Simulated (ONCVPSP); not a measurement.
## Varying the ONCV potential for antimony (Sb)

Base potential:

```
Element                 : Sb (Z = 51)
Generator               : ONCVPSP 4.0.1
Type                    : optimised norm-conserving Vanderbilt (ONCV)
Functional              : PW91
Relativity              : scalar-relativistic
Frozen core             : [Kr] 4d10
Valence charge          : 5
Reference configuration : 5s2 5p2 (charge +1)
Partial waves           : 5s: rc 1.80 bohr, ncon 5, nbas 8, qcut 3.7 1/bohr, 3 projectors, debl 1.7 Ha; 5p: rc 2.25 bohr, ncon 5, nbas 10, qcut 3.4 1/bohr, 2 projectors, debl 1.6 Ha; d scattering state at 0.06 Ha: rc 2.45 bohr, ncon 3, nbas 6, qcut 4.1 1/bohr, 3 projectors, debl 1.4 Ha
Local potential         : polynomial inside 1.40 bohr (lpopt 5, dvloc0 0 Ha)
Core correction         : none
```

All-electron outer shells of the reference configuration (PW91, scalar-relativistic, ld1.x):

| shell | level (eV) | outermost node (bohr) | outermost maximum (bohr) |
| --- | --- | --- | --- |
| 4p | -110.36 | 0.39 | 0.76 |
| 4d | -42.06 | 0.38 | 0.84 |
| 5s | -20.73 | 0.95 | 1.88 |
| 5p | -12.06 | 1.04 | 2.24 |

Cutoffs, loose and tight: the cutoffs (Ha) at which the residual kinetic energy of the hardest occupied pseudo-wave falls to 1 and 0.1 mHa per electron. They do not see the model core or the augmentation charge, which bear on the density cutoff. Test errors are all-electron minus pseudo excitation energies from the reference, over the configurations 5s2 5p3; 5s2 5p1; 5s2 5p0; 5s1 5p0. A dash means not determined; rows that change the core or the reference have their own tests.

A true bound ghost makes a file unfit for plane-wave use even where its test errors are small: the radial tests pick states by their node count and pass the ghost by.

| change | outcome | cutoff, loose | cutoff, tight | bound ghosts | GHOST(+) flags above zero | largest test error (meV) |
| --- | --- | --- | --- | --- | --- | --- |
| base | generated | 37 Ha | 49 Ha | s, d | p, d | +210 |
| p: qcut 3.9 | generated | 37 Ha | 49 Ha | s, d | p, d | +219 |
| core correction Teter function, fcfact 4.25, rcfact 1.45 | generated | 37 Ha | 49 Ha | s, d | p, d | -789 |
| p: rc 2.86 | generated | 37 Ha | 49 Ha | s, d | p, d | +137 |
| functional PBE | generated | 37 Ha | 49 Ha | s, d | p, d | +212 |
| local potential polynomial inside 1.30 bohr (lpopt 4, dvloc0 0 Ha) | generated | 37 Ha | 49 Ha | s, d | p | +210 |

**Question.** What comes out with this change to the base: reference 5s2 5p1?

**Answer.** outcome: generated, projector energies reset by the program; cutoff, loose: 37 Ha; cutoff, tight: 51 Ha; bound ghosts: s; GHOST(+) flags above zero: p, d; largest test error (meV): +30.
